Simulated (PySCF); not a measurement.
Species: C5H5OS (charge -1).
InChI=1S/C5H6OS/c1-4-2-3-7-5(4)6/h2-3,6H,1H3/p-1

Computed geometry: GFN2-xTB, gas phase.

Take the most abundant isotopes and a rigid rotor. 

Question: What are A, B and C (MHz)?

Answer: Ia = 143.58, Ib = 214.15, Ic = 354.58 u·Å²; 505379 MHz·u·Å²/I gives A = 3520, B = 2360, C = 1425 MHz.

Question: What kind of rotor is it?

Answer: An asymmetric top. Ray's parameter κ = (2B − A − C)/(A − C) = -0.108; −1 is the prolate and +1 the oblate limit.

Question: Is it planar, by Δ = Ic − Ia − Ib?

Answer: Not planar: Δ = Ic − Ia − Ib = -3.15 u·Å². For a rigid frame Δ = −2 Σ m c², so Σ m c² = 1.58 u·Å² lies off the ab plane, practically all of it from hydrogen. The atom farthest from that plane is 0.89 Å away.

Question: Give the other two planar moments, Paa and Pbb, and the rms extents of the mass along the axes.

Answer: Paa = Σ m a² = (Ib + Ic − Ia)/2 = 212.58 and Pbb = Σ m b² = (Ia + Ic − Ib)/2 = 142.00 u·Å². With the mass M = 113.01 u, the rms extents √(P/M) along a, b and c are 1.37, 1.12, 0.12 Å.

Question: List the rotational levels J(Ka,Kc) to J = 5 (K).

Answer: Above 0(0,0), as E/k:
J = 1: 1(0,1) 0.182, 1(1,1) 0.237, 1(1,0) 0.282
J = 2: 2(0,2) 0.527, 2(1,2) 0.556, 2(1,1) 0.690, 2(2,1) 0.857, 2(2,0) 0.876
J = 3: 3(0,3) 1.013, 3(1,3) 1.024, 3(1,2) 1.288, 3(2,2) 1.402, 3(2,1) 1.480, 3(3,1) 1.803, 3(3,0) 1.808
J = 4: 4(0,4) 1.631, 4(1,4) 1.635, 4(1,3) 2.051, 4(2,3) 2.114, 4(2,2) 2.299, 4(3,2) 2.555, 4(3,1) 2.587, 4(4,1) 3.081, 4(4,0) 3.082
J = 5: 5(0,5) 2.384, 5(1,5) 2.385, 5(1,4) 2.955, 5(2,4) 2.983, 5(2,3) 3.314, 5(3,3) 3.491, 5(3,2) 3.593, 5(4,2) 4.029, 5(4,1) 4.039, 5(5,1) 4.696, 5(5,0) 4.696
Those of J = 1 are B + C, A + C and A + B.

Question: Estimate the classical rotational partition function at 10 K, 200 K and 298.15 K.

Answer: Point group Cs, symmetry number σ = 1; q = (√π/σ)·√((kT/h)³/(ABC)), k/h = 20836.6 MHz/K: 1550 at 10 K, 139000 at 200 K, 252000 at 298.15 K.

Not checked by GFN2-xTB frequencies. No vibrational averaging or centrifugal distortion is included, and the geometry carries the error of its method.
